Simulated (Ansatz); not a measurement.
H$_{4}$OS$_{3}$Ti (`[OH][Ti]([SH])([SH])[SH]`). The species carries charge 0 and has multiplicity 1. Correlated methods include outer-core shells of Ti, which these sets cover unevenly. Scalar relativity is left out up to krypton.

Z-matrix (Å, degrees):
```
Ti
S 1 2.288
S 1 2.278 2 114.5
O 1 1.757 2 107.9 3 -120.4
S 1 2.287 2 108.8 3 115.7
H 2 1.348 1 91.2 3 -65.2
H 3 1.348 1 91.3 2 51.0
H 4 0.958 1 142.8 2 -122.7
H 5 1.348 1 91.6 2 43.4
```

(1) Give the diagnostics of a CCSD(T)/def2-TZVPP run (frozen core, Ansatz 0.2.0). (Estimate.)

Results:

(1) Computed: T1 = 0.0275, largest single amplitude 0.060, largest double 0.026, (T) share of the correlation energy 5.8 %, 15 CCSD cycles. The RHF solution is stable towards an unrestricted one. T1 lies over the customary mark of 0.02 for closed shells; compounds of d metals often pass it without a breakdown.
